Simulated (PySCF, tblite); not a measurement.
C5H6O3SSi.
Geometry (GFN2-xTB, Å), atoms numbered from 1 in this order:
```xyz
16
C5H6O3SSi angstrom
C      2.7818    0.7265   -0.3068
C      2.3077   -0.6948   -0.3457
O      3.0454   -1.6394   -0.4870
Si     0.4159   -1.0383   -0.2045
S     -0.3998    0.6412    0.8969
C     -2.1465    0.3374    0.6286
C     -2.7065   -0.2666    1.6479
O     -3.1383   -0.8047    2.5700
C     -2.7722    0.8063   -0.5921
O     -3.9224    0.6455   -0.9025
H      3.8654    0.7802   -0.3788
H      2.4403    1.1903    0.6173
H      2.3272    1.2725   -1.1319
H     -0.2068   -1.0267   -1.5242
H      0.1504   -2.2616    0.5383
H     -2.0493    1.3412   -1.2342
```

The calculation used PBE0/pcSseg-1 in PySCF (dipole) on a GFN2-xTB geometry, gas phase.

Masses are those of the commonest isotopes; rigid-rotor values at the optimised geometry. The values belong to one conformer with, in the numbering `[CH3:1][C:2](=[O:3])[SiH2:4][S:5][C:6](=[C:7]=[O:8])[CH:9]=[O:10]`, C1–C2–Si4–S5 -27°, C2–Si4–S5–C6 169°, Si4–S5–C6–C7 99°, S5–C6–C9–O10 178°.

(1) What are A, B and C (cm⁻¹)?

(2) What kind of rotor is it?

(3) What does the inertial defect say?

(4) Give the other two planar moments, Paa and Pbb, and the rms extents of the mass along the axes.

(5) Where do the levels up to J = 4 lie, in MHz?

(6) Which types of transition are allowed, and where do some lines up to J = 2 fall?

Answers

(1) Ia = 269.76, Ib = 1084.11, Ic = 1160.37 u·Å²; 505379 MHz·u·Å²/I gives 1873, 466.2 and 435.5 MHz, that is A = 0.06249, B = 0.01555, C = 0.01453 cm⁻¹.

(2) A near-prolate asymmetric top: κ = (2 × 466.2 − 1873 − 435.5)/(1873 − 435.5) = -0.96.

(3) Not planar: Δ = Ic − Ia − Ib = -193.49 u·Å². For a rigid frame Δ = −2 Σ m c², so Σ m c² = 96.75 u·Å² lies off the ab plane: 12.13 from hydrogen and 84.62 from heavier atoms. The atom farthest from that plane is 1.93 Å away.

(4) Paa = Σ m a² = (Ib + Ic − Ia)/2 = 987.36 and Pbb = Σ m b² = (Ia + Ic − Ib)/2 = 173.01 u·Å². With the mass M = 173.98 u, the rms extents √(P/M) along a, b and c are 2.38, 1.00, 0.75 Å.

(5) Above 0(0,0):
J = 1: 1(0,1) 902, 1(1,1) 2309, 1(1,0) 2340
J = 2: 2(0,2) 2705, 2(1,2) 4082, 2(1,1) 4174, 2(2,1) 8396, 2(2,0) 8396
J = 3: 3(0,3) 5408, 3(1,3) 6741, 3(1,2) 6924, 3(2,2) 11101, 3(2,1) 11103, 3(3,1) 18214, 3(3,0) 18214
J = 4: 4(0,4) 9010, 4(1,4) 10285, 4(1,3) 10591, 4(2,3) 14707, 4(2,2) 14714, 4(3,2) 21822, 4(3,1) 21822, 4(4,1) 31779, 4(4,0) 31779

(6) The dipole components are |μa| = 1.67 D, |μb| = 0.24 D, |μc| = 1.50 D. Intensities carry the squares of the components, which stand as 1.00 : 0.02 : 0.82 (a : b : c). Some lines, for components of 0.1 D or more:

```tsv
type	branch	J(Ka,Kc)	MHz	lower level (cm⁻¹)
b	R	2(0,2) ← 1(1,1)	396	0.077
a	R	1(0,1) ← 0(0,0)	902	0.000
b	Q	1(1,0) ← 1(0,1)	1438	0.030
b	Q	2(1,1) ← 2(0,2)	1469	0.090
a	R	2(0,2) ← 1(0,1)	1803	0.030
b	R	1(1,1) ← 0(0,0)	2309	0.000
c	R	1(1,0) ← 0(0,0)	2340	0.000
c	Q	2(2,1) ← 2(1,1)	4222	0.139
b	Q	2(2,0) ← 2(1,1)	4222	0.139
b	Q	2(2,1) ← 2(1,2)	4314	0.136
c	R	2(2,0) ← 1(1,0)	6056	0.078
c	R	2(2,1) ← 1(1,1)	6087	0.077
b	R	2(2,0) ← 1(1,1)	6087	0.077
```

Its GFN2-xTB frequencies are all real (lowest 18 cm⁻¹). Constants of a rigid frame at the computed geometry: no zero-point averaging, no centrifugal distortion. A rigid rotor knows nothing of internal rotation, which can split or shift real lines.

On an Arm Neoverse V1 with one thread, no GPU, shared host with 64 logical CPUs at a one-minute load of 29, this took 62 s of wall time (grids of density and orbitals included) and 0.96 GiB of memory at its peak. This is the PBE0/pcSseg-1 job that gave the dipole, with the shieldings it also computed.
